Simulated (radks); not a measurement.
Results of a calculation; reference values are marked as such.
Question: Code: a radial shooting solver on a logarithmic mesh with Libxc functionals. Model: scalar-relativistic Kohn-Sham, LB94 model potential, spin-polarised, spherical densities, finite nucleus; open shells are filled with parallel spins first; Fermi nuclear charge, rms radius of each element as measured or else 0.836 A^(1/3) + 0.57 fm. Response by self-consistent Sternheimer equations with the Hartree and adiabatic LDA kernel, the relativistic mass of each level held fixed and spin-orbit coupling left out. Rank B, B+, B4+, B2+, B3+ (NIST ground configurations) by static dipole polarisability, largest first.

Answer: B 21.11, B+ 10.92, B2+ 7.229, B3+ 0.02018, B4+ 0.007459 bohr^3.
